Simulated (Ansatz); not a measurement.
Consider the cleavage of the B–Si bond: `B[Si](C)(F)Cl` + `NC[TeH]` → `BNC[TeH]` + `C[SiH](F)Cl`.

Program: Ansatz. Geometries: PBE0-D4/def2-TZVP. ΔE: electronic, gas phase. CBS: MP2 limit from def2 TZ/QZ plus the TZ coupled-cluster correction, frozen cores. Functionals use def2-TZVPP. B3LYP here is the variant with VWN-RPA as its local correlation; programs differ in this. def2 core potentials past Kr. For Te outer-core shells are correlated without core-valence functions, which leaves a few kJ/mol of doubt a bond. One conformer a species, not always the lowest.

Problem. Is it downhill or uphill in electronic energy at CCSD(T)/CBS, and by how much? (An estimate is asked.)

Solution. Computed: Downhill: ΔE = -186.1 kJ/mol.

Problem. What do these levels give: r2SCAN-D4, B3LYP-D4, B2PLYP, PBE0, SCS-MP2/def2-TZVPP, CCSD/def2-TZVPP? (Estimate.)

Solution. Computed: r2SCAN-D4 -187.8, B3LYP-D4 -188.2, B2PLYP -191.7, PBE0 -183.2, SCS-MP2/def2-TZVPP -192.0, CCSD/def2-TZVPP -185.7 kJ/mol.

Largest T1 diagnostic among the species: 0.012.

In def2-TZVPP, CCSD(T) changes the Hartree–Fock value by −6.5 kJ/mol (the triples alone add −2.3 kJ/mol) and MP2 by −13.9 kJ/mol.
